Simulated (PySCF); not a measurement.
# How methods differ on the excitation energy of Be

Be [He] 2s2 (1S) → Be [He] 2s1 2p1 (3P), as a difference of total energies. All numbers are calculated (PySCF 2.14, scalar relativity by spin-free X2C-1e, in x2c-TZVPPall). Correlated levels: valence: 1s2 frozen; valence and next inner shell: nothing frozen. The calculations carry no spin-orbit coupling.

| method | excitation energy (cm⁻¹) | error (cm⁻¹) |
| --- | --- | --- |
| UHF | 13209 | -8771 |
| LDA | 19625 | -2355 |
| PBE | 18764 | -3216 |
| PBE0 | 18577 | -3404 |
| r2SCAN | 17325 | -4655 |
| BLYP | 20162 | -1818 |
| M06 | 20281 | -1699 |
| wB97M-V | 23064 | +1083 |
| PBEsol | 18828 | -3152 |
| MP2 (valence) | 18441 | -3539 |
| SCS-MP2 (valence) | 19913 | -2067 |
| MP2 (valence and next inner shell) | 18571 | -3409 |
| SCS-MP2 (valence and next inner shell) | 20033 | -1947 |

Reference: 21980 cm⁻¹ (measured; NIST levels, between the centres of gravity of the two terms).

Errors of the correlated levels include the incompleteness of this basis and the frozen core.

The basis was made for the ground configuration and has no added diffuse functions, so the excitation energy can come out too high.
